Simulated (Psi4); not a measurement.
F$_{6}$Se, charge -1, doublet, at a GFN2-xTB geometry (a state made from the parent by changing its charge; the spin is typed, not shown lowest) (a gas-phase anion, which may not be bound at this level), atoms displaced at random by about 0.08 Å a coordinate; R2SCAN/STO-3G, gradient (Psi4).

Psi4 was given this input:
```
memory 2 GB

molecule mol {
-1 2
F     1.172252   -0.423005   -1.494510
Se    0.079992   -0.108365    0.101022
F     1.389773   -0.559768    0.702888
F    -0.730906   -1.818677    0.492267
F    -1.543576    0.759772   -0.994724
F     0.664072    1.507993   -0.066526
F    -0.652967    0.651248    1.367585
symmetry c1
no_reorient
no_com
}

set {
  basis sto-3g
  reference uks
}

gradient('r2scan')
print_variables()
```

Question: Write the output that Psi4 gives for this input, abridged.

Answer: 
```
gradient() will perform analytic gradient computation.

   => Loading Basis Set <=

    Name: STO-3G
    Role: ORBITAL
    Keyword: BASIS

         ---------------------------------------------------------
                                   SCF
               by Justin Turney, Rob Parrish, Andy Simmonett
                          and Daniel G. A. Smith
                              UKS Reference
         ---------------------------------------------------------

  ==> Geometry <==

    Molecular point group: c1
    Full point group: C1

    Geometry (in Angstrom), charge = -1, multiplicity = 2:

       Center              X                  Y                   Z               Mass
    ------------   -----------------  -----------------  -----------------  -----------------
         F            1.172252000000    -0.423005000000    -1.494510000000    18.998403162730
         SE           0.079992000000    -0.108365000000     0.101022000000    79.916521800000
         F            1.389773000000    -0.559768000000     0.702888000000    18.998403162730
         F           -0.730906000000    -1.818677000000     0.492267000000    18.998403162730
         F           -1.543576000000     0.759772000000    -0.994724000000    18.998403162730
         F            0.664072000000     1.507993000000    -0.066526000000    18.998403162730
         F           -0.652967000000     0.651248000000     1.367585000000    18.998403162730

  Running in c1 symmetry.

  Rotational constants: A =      0.07151  B =      0.06813  C =      0.05994 [cm^-1]
  Rotational constants: A =   2143.75606  B =   2042.48533  C =   1796.83399 [MHz]
  Nuclear repulsion =  779.360763469023482

  Charge       = -1
  Multiplicity = 2
  Electrons    = 89
  Nalpha       = 45
  Nbeta        = 44

  ==> Algorithm <==

  SCF Algorithm Type is DF.
  DIIS enabled.
  MOM disabled.
  Fractional occupation disabled.
  Guess Type is SAD.
  Energy threshold   = 1.00e-08
  Density threshold  = 1.00e-08
  Integral threshold = 1.00e-12

  ==> Primary Basis <==

  Basis Set: STO-3G
    Blend: STO-3G
    Number of shells: 26
    Number of basis functions: 48
    Number of Cartesian functions: 49
    Spherical Harmonics?: true
    Max angular momentum: 2

  ==> DFT Potential <==

   => LibXC <=

    Version 7.1.2
    S. Lehtola, C. Steigemann, M. J. T. Oliveira, and M. A. L. Marques,  SoftwareX 7, 1–5 (2018) (10.1016/j.softx.2017.11.002)

   => Composite Functional: R2SCAN <=

    r2SCAN Meta-GGA XC Functional  (0.1021/acs.jpclett.0c02405)
    J. W. Furness, A. D. Kaplan, J. Ning, J. P. Perdew, J. Sun  J. Phys. Chem. Lett.  11, 8208–8215, 2020

    Deriv               =              1
    GGA                 =           TRUE
    Meta                =           TRUE

    Exchange Hybrid     =          FALSE
    MP2 Hybrid          =          FALSE

   => Exchange Functionals <=

    1.0000   XC_MGGA_X_R2SCAN

   => Correlation Functionals <=

    1.0000   XC_MGGA_C_R2SCAN

   => LibXC Density Thresholds  <==

    XC_MGGA_C_R2SCAN:  1.00E-15
    XC_MGGA_X_R2SCAN:  1.00E-11

   => Molecular Quadrature <=

    Radial Scheme          =       TREUTLER
    Pruning Scheme         =           NONE
    Nuclear Scheme         =       TREUTLER

    Blocking Scheme        =         OCTREE
    BS radius alpha        =              1
    Pruning alpha          =              1
    Radial Points          =             75
    Spherical Points       =            302
    Total Points           =         148717
    Total Blocks           =           1181
    Max Points             =            256
    Max Functions          =             43
    Weights Tolerance      =       1.00E-15

   => Loading Basis Set <=

    Name: (STO-3G AUX)
    Role: JKFIT
    Keyword: DF_BASIS_SCF

  ==> Integral Setup <==

  SCF_SUBTYPE=INCORE selected. In-core MEM_DF algorithm will be used.
  Using in-core AOs.

  ==> MemDFJK: Density-Fitted J/K Matrices <==

    J tasked:                   Yes
    K tasked:                    No
    wK tasked:                   No
    Algorithm:                 Core
    Schwarz Cutoff:           1E-12
    Mask sparsity (%):       3.9062
    Fitting Condition:        1E-10

   => Auxiliary Basis Set <=

  Basis Set: (STO-3G AUX)
    Blend: DEF2-UNIVERSAL-JKFIT
    Number of shells: 210
    Number of basis functions: 728
    Number of Cartesian functions: 929
    Spherical Harmonics?: true
    Max angular momentum: 5

  Minimum eigenvalue in the overlap matrix is 3.2385435729E-01.
  Reciprocal condition number of the overlap matrix is 1.8326660183E-01.
    Using symmetric orthogonalization.

  ==> Pre-Iterations <==

  SCF Guess: Superposition of Atomic Densities via on-the-fly atomic UHF (no occupation information).

   -------------------------
    Irrep   Nso     Nmo
   -------------------------
     A         48      48
   -------------------------
    Total      48      48
   -------------------------

  ==> Iterations <==

                           Total Energy        Delta E     RMS |[F,P]|

   @DF-UKS iter SAD: -2962.85546568377549   -2.96286e+03   0.00000e+00
   @DF-UKS iter   1: -2964.48702247146275   -1.63156e+00   7.48237e-03 ADIIS/DIIS
   @DF-UKS iter   2: -2960.55477799939899    3.93224e+00   5.32628e-02 ADIIS/DIIS
   @DF-UKS iter   3: -2964.43071832946634   -3.87594e+00   8.56435e-03 ADIIS/DIIS
   @DF-UKS iter   4: -2964.56195476209496   -1.31236e-01   3.02713e-03 ADIIS/DIIS
   @DF-UKS iter   5: -2964.56932338975366   -7.36863e-03   2.70998e-03 ADIIS/DIIS
   @DF-UKS iter   6: -2964.58682448982699   -1.75011e-02   4.79454e-04 ADIIS/DIIS
   @DF-UKS iter   7: -2964.58709351529524   -2.69025e-04   3.31638e-04 ADIIS/DIIS
   @DF-UKS iter   8: -2964.58738035633451   -2.86841e-04   5.34537e-05 DIIS
   @DF-UKS iter   9: -2964.58738534148733   -4.98515e-06   2.21530e-05 DIIS
   @DF-UKS iter  10: -2964.58738675244149   -1.41095e-06   3.71798e-06 DIIS
   @DF-UKS iter  11: -2964.58738679031330   -3.78718e-08   1.80199e-06 DIIS
[...]
    NB   [    44 ]

  @DF-UKS Final Energy: -2964.58738680046781

   => Energetics <=

    Nuclear Repulsion Energy =            779.3607634690234818
    One-Electron Energy =               -5730.9802438787555730
    Two-Electron Energy =                2139.4121418089134750
    DFT Exchange-Correlation Energy =    -152.3800481996491101
    Empirical Dispersion Energy =           0.0000000000000000
    VV10 Nonlocal Energy =                  0.0000000000000000
    Total Energy =                      -2964.5873868004678116

  UHF NO Occupations:
  HONO-2 :   43  A 1.9984875
  HONO-1 :   44  A 1.9952990
  HONO-0 :   45  A 1.0000000
  LUNO+0 :   46  A 0.0047010
  LUNO+1 :   47  A 0.0015125
  LUNO+2 :   48  A 0.0000287

Computation Completed

Properties will be evaluated at   0.000000,   0.000000,   0.000000 [a0]

Properties computed using the SCF density matrix

 Multipole Moments:

 ------------------------------------------------------------------------------------
     Multipole            Electronic (a.u.)      Nuclear  (a.u.)        Total (a.u.)
 ------------------------------------------------------------------------------------

 L = 1.  Multiply by 2.5417464519 to convert [e a0] to [Debye]
 Dipole X            :         -9.7178920           10.2188074            0.5009154
 Dipole Y            :          4.9146290           -4.9630690           -0.0484400
 Dipole Z            :         -5.6356597            6.6094456            0.9737859
 Magnitude           :                                                    1.0961394

 ------------------------------------------------------------------------------------

         ------------------------------------------------------------
                                   SCF GRAD
                          Rob Parrish, Justin Turney,
                       Andy Simmonett, and Alex Sokolov
         ------------------------------------------------------------

  ==> Geometry <==

    Molecular point group: c1
    Full point group: C1

    Geometry (in Angstrom), charge = -1, multiplicity = 2:

       Center              X                  Y                   Z               Mass
    ------------   -----------------  -----------------  -----------------  -----------------
         F            1.172252000000    -0.423005000000    -1.494510000000    18.998403162730
         SE           0.079992000000    -0.108365000000     0.101022000000    79.916521800000
         F            1.389773000000    -0.559768000000     0.702888000000    18.998403162730
         F           -0.730906000000    -1.818677000000     0.492267000000    18.998403162730
         F           -1.543576000000     0.759772000000    -0.994724000000    18.998403162730
         F            0.664072000000     1.507993000000    -0.066526000000    18.998403162730
         F           -0.652967000000     0.651248000000     1.367585000000    18.998403162730

  Nuclear repulsion =  779.360763469023482

  ==> Basis Set <==

  Basis Set: STO-3G
    Blend: STO-3G
    Number of shells: 26
    Number of basis functions: 48
    Number of Cartesian functions: 49
    Spherical Harmonics?: true
    Max angular momentum: 2

  ==> DFJKGrad: Density-Fitted SCF Gradients <==

    Gradient:                    1
    J tasked:                  Yes
    K tasked:                   No
    wK tasked:                  No
    Integrals threads:           1
    Schwarz Cutoff:          1E-12
    Fitting Condition:       1E-10

   => Auxiliary Basis Set <=

  Basis Set: (STO-3G AUX)
    Blend: DEF2-UNIVERSAL-JKFIT
    Number of shells: 210
    Number of basis functions: 728
    Number of Cartesian functions: 929
    Spherical Harmonics?: true
    Max angular momentum: 5

  ==> DFT Potential <==

   => LibXC <=

    Version 7.1.2
    S. Lehtola, C. Steigemann, M. J. T. Oliveira, and M. A. L. Marques,  SoftwareX 7, 1–5 (2018) (10.1016/j.softx.2017.11.002)

   => Composite Functional: R2SCAN <=

    r2SCAN Meta-GGA XC Functional  (0.1021/acs.jpclett.0c02405)
    J. W. Furness, A. D. Kaplan, J. Ning, J. P. Perdew, J. Sun  J. Phys. Chem. Lett.  11, 8208–8215, 2020

    Deriv               =              1
    GGA                 =           TRUE
    Meta                =           TRUE

    Exchange Hybrid     =          FALSE
    MP2 Hybrid          =          FALSE

   => Exchange Functionals <=

    1.0000   XC_MGGA_X_R2SCAN

   => Correlation Functionals <=

    1.0000   XC_MGGA_C_R2SCAN

   => LibXC Density Thresholds  <==

    XC_MGGA_C_R2SCAN:  1.00E-15
    XC_MGGA_X_R2SCAN:  1.00E-11

   => Molecular Quadrature <=

    Radial Scheme          =       TREUTLER
    Pruning Scheme         =           NONE
    Nuclear Scheme         =       TREUTLER

    Blocking Scheme        =         OCTREE
    BS radius alpha        =              1
    Pruning alpha          =              1
    Radial Points          =             75
    Spherical Points       =            302
    Total Points           =         148717
    Total Blocks           =           1181
    Max Points             =            256
    Max Functions          =             43
    Weights Tolerance      =       1.00E-15

  -Total Gradient:
     Atom            X                  Y                   Z
    ------   -----------------  -----------------  -----------------
       1       -0.006166344726     0.001888993738     0.007285898273
       2        0.254742674150     0.008211856964     0.316271533618
       3       -0.243972658834     0.076733736041    -0.155265146575
       4        0.001081852902     0.030134894396    -0.026955782382
       5       -0.007224071721     0.003140805549    -0.007429948284
       6       -0.051333674205    -0.074191099229     0.006433854661
       7        0.053286004468    -0.043120819370    -0.141268914314

  Variable Map:
  ----------------------------------------------------------------------------
[...]
  Array Variable Map:
  ----------------------------------------------------------------------------
[...]
[...]
```
